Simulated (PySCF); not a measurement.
C₂H₈B₃N₃O.
Numbering: `[CH3:1][C:2](=[O:3])[B:4]1[NH:5][BH:6][NH:7][BH:8][NH:9]1` (hydrogens: H10, H11, H12 on C1; H13 on N5; H14 on B6; H15 on N7; H16 on B8; H17 on N9)

Method: PySCF, PBE0-D3(BJ)/def2-SVP geometry optimisation, gas phase; density fitting, grid level 2; the optimiser is geomeTRIC in internal coordinates, started from a GFN2-xTB structure.

Step 0: E = -10736.8237 eV
```
atom  x, y, z in Å  |  force x, y, z in eV/Å
C1     -2.7767    0.4528    0.0214    0.298  -0.569  -0.145
C2     -1.7664   -0.6470   -0.2479   -0.561   0.195   0.021
O3     -2.1426   -1.7547   -0.5866    0.373   0.067   0.019
B4     -0.2044   -0.2996   -0.0851   -0.092  -0.351  -0.104
N5      0.2848    0.9300    0.4149   -0.321   0.227   0.082
B6      1.6745    1.1944    0.5440   -0.169  -0.464  -0.200
N7      2.5636    0.1714    0.1366    0.395   0.096   0.045
B8      2.1376   -1.0814   -0.3748   -0.464   0.393   0.155
N9      0.7376   -1.2792   -0.4655   -0.053  -0.272  -0.110
H10    -3.7906    0.0933   -0.1400   -0.325  -0.152  -0.057
H11    -2.5766    1.2936   -0.6403    0.067   0.443  -0.227
H12    -2.6714    0.7948    1.0493    0.024   0.247   0.445
H13    -0.3689    1.6449    0.6950   -0.077   0.134   0.053
H14     2.0624    2.2174    0.9690    0.302   0.780   0.321
H15     3.5543    0.3413    0.2168    0.160   0.035   0.015
H16     2.9042   -1.9054   -0.7041    0.595  -0.641  -0.249
H17     0.3716   -2.1544   -0.8127   -0.152  -0.168  -0.063
```

Problem. Estimate the geometry and energy of step 1. (The exact step hangs on the optimiser's Hessian estimate; all steps are aligned on step 0, rigid shifts and turns removed.)

Solution. E = -10736.8903 eV, largest force 0.229 eV/Å
```
atom  x, y, z in Å  |  force x, y, z in eV/Å
C1     -2.8249    0.4076    0.0579   -0.056   0.126  -0.006
C2     -1.7641   -0.5945   -0.3085    0.176  -0.146  -0.016
O3     -2.0462   -1.6636   -0.8200   -0.107   0.044   0.068
B4     -0.1993   -0.2716   -0.0748   -0.073   0.057  -0.063
N5      0.3047    0.9704    0.4079    0.036  -0.056  -0.006
B6      1.7107    1.2088    0.5238    0.031   0.131   0.047
N7      2.5924    0.1576    0.1431   -0.044  -0.020   0.004
B8      2.1297   -1.1088   -0.3337    0.097  -0.088  -0.044
N9      0.7215   -1.2917   -0.4232    0.012   0.020   0.049
H10    -3.8302   -0.0132   -0.0795    0.017  -0.007  -0.018
H11    -2.7103    1.2970   -0.5889   -0.038  -0.036   0.042
H12    -2.7016    0.7566    1.0976    0.005  -0.042  -0.036
H13    -0.3344    1.7116    0.6637    0.005   0.003  -0.002
H14     2.1313    2.2713    0.9275   -0.019  -0.056  -0.020
H15     3.5891    0.3140    0.2118    0.003  -0.001   0.006
H16     2.9082   -1.9795   -0.6548   -0.044   0.040   0.033
H17     0.3164   -2.1600   -0.7595   -0.003   0.033  -0.039
```

The energy changes by -0.0666 eV. The first-order estimate −F·Δx gives -0.1630 eV and the mean of the old and new forces, exact on a quadratic surface, -0.0661 eV. The step makes an angle of 79° with the force vector and moves no atom by more than 0.268 Å.

What follows is the cost of the whole optimisation. Hardware: one thread of an Intel Xeon 6975P-C, shared host with 128 logical CPUs at a one-minute load of 21. Cost: 55 s, 0.79 GiB resident at most.
